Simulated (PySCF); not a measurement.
Structure problem from calculated spectra and properties.

Formula: CH6B2FN.

| Property | Result |
| --- | --- |
| Polarisability | 50.8 au [B3LYP/def2-SVPD] |
| XPS | B1s 195.8, B1s 197.4, C1s 289.8, N1s 405.4, F1s 692.8 eV [ΔSCF SCAN, pcX-2 on the ionised atom, pcseg-1 elsewhere, spin-free X2C] |
| 13C NMR | chemical shifts (computed TMS as zero) by class: 23.0 (1 C) ppm [GIAO HF/pcSseg-2] |
| UV, strongest line | among the 10 lowest singlet transitions: S10 at 8.43 eV (147 nm, f = 0.128) [TDDFT B3LYP/def2-SVPD] |
| Rotational structure | rotational constants A, B, C: 8.779, 3.136, 2.565 GHz [PBE0-D3(BJ)/def2-SVP] |
| UV, first state | lowest singlet excitation: 5.91 eV (210 nm, f = 0.031) [TDDFT B3LYP/def2-SVPD] |

Electronic properties: PySCF, gas phase, density fitting. Levels stand in brackets. Isolated species at its PBE0-D3(BJ)/def2-SVP geometry (one conformer only). NMR classes are plain means over equivalent atoms (diastereotopic ones count apart unless rotation or inversion swaps them), as if these changed places fast.

Problem. Propose a structure and show how it fits.

Solution. Numbering: `[NH2:1][BH:2][CH2:3][BH:4][F:5]`. The one carbon: sp3 carbon bound to boron [C3] (23.0 ppm). The core levels belong to: B1s 195.8 eV, three-coordinate boron [B2]; B1s 197.4 eV, three-coordinate boron [B4]; C1s 289.8 eV, sp3 carbon bound to boron [C3]; N1s 405.4 eV, boron-bound nitrogen [N1]; F1s 692.8 eV, boron-bound fluorine [F5]. S1 is mainly HOMO→LUMO (weight 0.84); the largest Löwdin shares of the orbital it empties are 0.32 on the boron-bound nitrogen, 0.19 on the sp3 carbon bound to boron, 0.14 on a three-coordinate boron and 0.10 on a three-coordinate boron, of the orbital it fills 0.33 on a three-coordinate boron, 0.17 on a three-coordinate boron, 0.15 on the sp3 carbon bound to boron and 0.11 on the boron-bound fluorine. The optimised geometry has point group C1 and is an asymmetric top. Structure: `NBCBF`. Computed isomers that give other values at the same levels: `BNB(C)F` (rotational constant A: 7.829 GHz; this holds for the one conformer computed). The assignments are read from this structure; whether some other isomer fits the data as well wasn't checked.

The values belong to the conformer `[NH2:1][BH:2][CH2:3][BH:4][F:5]`: N1–B2–C3–B4 82°, B2–C3–B4–F5 -93°, H–N1–B2–C3 -179°, H–N1–B2–C3 1°.
